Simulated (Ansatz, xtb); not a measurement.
**Two isomers of C4H4BrClO**

Structure I: `C/C=C(/Cl)C(=O)Br`, a singlet. Structure II: `O=C=C(CCl)CBr`, a singlet. Both are isolated molecules in the gas phase, relaxed with B3LYP-D3(BJ)/def2-SVP; each stands in its lowest conformer found.

Problem. Estimate E(II) − E(I) at the level CCSD(T)/def2-SVP + ΔMP2/def2-TZVPP.

Solution. Calculated at CCSD(T)/def2-SVP + ΔMP2/def2-TZVPP: E(II) − E(I) = +5.4 kcal/mol, so structure I lies lower.

How the difference moves with the method:

| level | geometry | E(II) − E(I) (kcal/mol) | departure from the last row (kcal/mol) | job, with rough time for the two |
| --- | --- | --- | --- | --- |
| GFN2-xTB | GFN2-xTB | +6.7 | +1.4 | optimisation, 0.22 s |
| HF/STO-3G | GFN2-xTB | +2.9 | −2.5 | single point, 0.54 s |
| r2SCAN-D4/def2-SVP | GFN2-xTB | +7.7 | +2.4 | single point, 4.6 s |
| B3LYP-D3(BJ)/def2-SVP | B3LYP-D3(BJ)/def2-SVP | +6.8 | +1.4 | optimisation, 52 s |
| HF/def2-SVP | B3LYP-D3(BJ)/def2-SVP | +1.2 | −4.2 | part of the CCSD(T) run |
| MP2/def2-SVP | B3LYP-D3(BJ)/def2-SVP | +5.3 | −0.1 | part of the CCSD(T) run |
| CCSD(T)/def2-SVP | B3LYP-D3(BJ)/def2-SVP | +6.7 | +1.3 | single point |
| CCSD(T)/def2-SVP + ΔMP2/def2-TZVPP | B3LYP-D3(BJ)/def2-SVP | +5.4 |  | single point, 97 s |

As drawn, both hold the same kinds of bond in the same numbers. Structure I has 1 methyl group, II 0.

The levels shown agree on the order. The largest departure from CCSD(T)/def2-SVP + ΔMP2/def2-TZVPP is that of HF/def2-SVP, 4.2 kcal/mol. The last row adds to CCSD(T) the change of the MP2 difference between the two basis sets, here −1.3 kcal/mol.

With thermal terms from frequencies at re-optimised GFN2-xTB minima (ideal gas, soft modes damped towards free rotors, one conformer each, 298.15 K, 1 atm): the zero-point term adds +0.5 kcal/mol; ΔH is +5.7 and ΔG +5.5 kcal/mol.

The correlated steps freeze 19 core orbitals; the filled d shell of Br is correlated, in a basis made for valence electrons. Run with Ansatz 0.2.0, xtb 6.7.1; the last row on 4 threads of Arm Neoverse V1 on a shared host.
